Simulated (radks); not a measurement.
The antimony ion Sb+ inside a hard spherical wall (all orbitals vanish at R), configuration held at [Kr] 4d10 5s2 5p2 and not refilled when levels cross. All-electron calculation, scalar-relativistic Kohn-Sham, r2SCAN, spin-polarised, spherical densities, finite nucleus; open shells are filled with parallel spins first (spin-orbit coupling, left out, can overturn this in heavy ions); meta-GGA in the generalised Kohn-Sham scheme; Fermi nuclear charge, rms radius 4.6802 fm. Program: a radial shooting solver on a logarithmic mesh with Libxc functionals. Eigenvalues in eV for spin up, with the zero of energy where the potential of the charges vanishes at infinity; a dash marks a level that is unbound or too diffuse for the functional's potential to be trusted. A positive occupied level is held by the wall or, in an anion where self-interaction has pushed it up, behind a barrier. The pressure on the wall is -dE/dV.

| R (bohr) | E (hartree) | kinetic (hartree) | e(4p) | e(4d) | e(5s) | e(5p) | e(6s, empty) | e(5d, empty) | pressure (GPa) |
|---|---|---|---|---|---|---|---|---|---|
| free | -6481.87278 | 6779.337 | -113.08 | -42.922 | -21.883 | -12.940 | - | - | 0 |
| 20 | -6481.87278 | 6779.337 | -113.08 | -42.922 | -21.883 | -12.940 | - | - | < 0.0001 |
| 10 | -6481.87276 | 6779.337 | -113.08 | -42.921 | -21.882 | -12.939 | -3.609 | -2.930 | 0.000527 |
| 8 | -6481.87237 | 6779.342 | -113.05 | -42.897 | -21.865 | -12.919 | -2.756 | -2.588 | 0.0257 |
| 5 | -6481.81338 | 6779.759 | -111.71 | -41.599 | -20.907 | -11.548 | 7.511 | 1.672 | 8.98 |
| 3 | -6480.22456 | 6786.701 | -101.03 | -31.509 | -7.651 | 6.604 | 76.208 | 32.480 | 780 |
| 1.5 | -6433.85816 | 6944.410 | -10.007 | 68.247 | 233.51 | 274.84 | 694.69 | 335.28 | 147000 |
